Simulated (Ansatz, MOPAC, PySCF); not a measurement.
Noncovalent pair: PH3 (SMILES P) (first 4 atoms) with AsH3 (SMILES [AsH3]); geometry from B3LYP-D3(BJ)/def2-TZVP, rigid monomers moved along the line of their centres of mass till P1···As5 is 4.19 Å.
(charge 0, multiplicity 1):
```xyz
8

P     -0.024     0.122    -0.475
H      1.388    -0.002    -0.460
H     -0.238    -1.264    -0.273
H     -0.111     0.025    -1.888
As     0.244     0.433     3.692
H      0.342     0.559     5.211
H     -1.266     0.633     3.709
H      0.501     1.920     3.487
```

Monomers are frozen at their geometry in the pair; levels with a basis set take the counterpoise correction. Rows marked so take none.

Rows in 6-31G*, LANL2DZ carry no dispersion term and start afresh at each structure (6-31G* with six Cartesian d functions); the Pople sets are all-electron and without relativity. LANL2DZ brings its own core potentials from Na on. The state reached by PM3, PM7 isn't checked; PM7 holds dispersion and hydrogen-bond terms.

Run with Ansatz (a first-principles code); MOPAC for PM3, PM7 (differences of heats of formation); PySCF for 6-31G* rows, LANL2DZ rows. Values without a source in brackets are computed.

```json
[
 {"level": "PM3", "interaction energy (kcal/mol)": "1.35"},
 {"level": "PM7", "interaction energy (kcal/mol)": "-3.71"},
 {"level": "HF/def2-SVPD", "interaction energy (kcal/mol)": "-0.05"},
 {"level": "HF/def2-TZVPPD", "interaction energy (kcal/mol)": "-0.03"},
 {"level": "BP86/6-31G* (no counterpoise)", "interaction energy (kcal/mol)": "-0.10"},
 {"level": "r2SCAN/def2-TZVPPD", "interaction energy (kcal/mol)": "-0.67"},
 {"level": "B3LYP/6-31G* (no counterpoise)", "interaction energy (kcal/mol)": "-0.29"},
 {"level": "B3LYP/LANL2DZ (no counterpoise)", "interaction energy (kcal/mol)": "-0.51"},
 {"level": "wB97X-V/def2-TZVPPD", "interaction energy (kcal/mol)": "___"}
]
```

### Question
Some entries are withheld; supply them.

### Answer

- wB97X-V/def2-TZVPPD, interaction energy (kcal/mol): -1.01
